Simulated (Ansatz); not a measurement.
Ansatz (a quantum-chemistry and plane-wave program) input for H₅Si₂, SMILES [SiH2][SiH3] (connectivity only; charge and spin as stated), charge +1, multiplicity 1, PBE/def2-TZVPD. The structure is a stationary point at r2SCAN-D4/def2-TZVP. The multiplicity is an assumed one; other spin states were not compared. The isomer is the one that the SMILES or the coordinates give; other isomers of the formula were not compared.

Ansatz 0.2 input:
```yaml
crystal:
  periodic: [false, false, false]
  atoms:
    - {symbol: Si, position_ang: [1.19013680, -0.01637558, 0.00000000]}
    - {symbol: Si, position_ang: [-1.15738533, -0.00236156, -0.00000000]}
    - {symbol: H, position_ang: [2.01303341, 0.03763202, -1.22789116]}
    - {symbol: H, position_ang: [2.01303342, 0.03763202, 1.22789116]}
    - {symbol: H, position_ang: [-1.32394475, 1.47705655, -0.00000000]}
    - {symbol: H, position_ang: [-1.58032136, -0.64500029, -1.25896375]}
    - {symbol: H, position_ang: [-1.58032135, -0.64500028, 1.25896376]}
basis:
  gaussian:
    orbitals: def2-TZVPD
hamiltonian:
  xc: {name: PBE}
total_charge: 1
```

Log of the run:

```
WARN ansatz: RAYON_NUM_THREADS=1 ignored (pool sized by the plan → 1); use --threads N
Functional definition: PBE
integrals: 0.04 GiB planned
805 factors; their error is unknown
mean field: 0.37 GiB planned
mean field evaluation 1: about -15817.4237 eV, gradient 2.2e1 eV
mean field evaluation 2: about -15817.4728 eV, gradient 2.1e1 eV
mean field evaluation 4: about -15819.3693 eV, gradient 1.4e0 eV
mean field evaluation 8: about -15819.3606 eV, gradient 2.2e-2 eV
mean field -15819.36062684 eV, -581.3507802887 hartree, gradient 2.0e-5 eV, S^2 0.000000; 0 other end points of the search recorded, 0 dependent functions left out
reference -15819.36067231 eV, -581.3507819595 hartree; 16, 16 occupied and 115, 115 virtual orbitals, 805 factors
Total energy: -15819.36067231 eV, -581.3507819595 hartree
```

The calculation finished and met its thresholds.

Cost: very roughly 1.0 core-seconds.
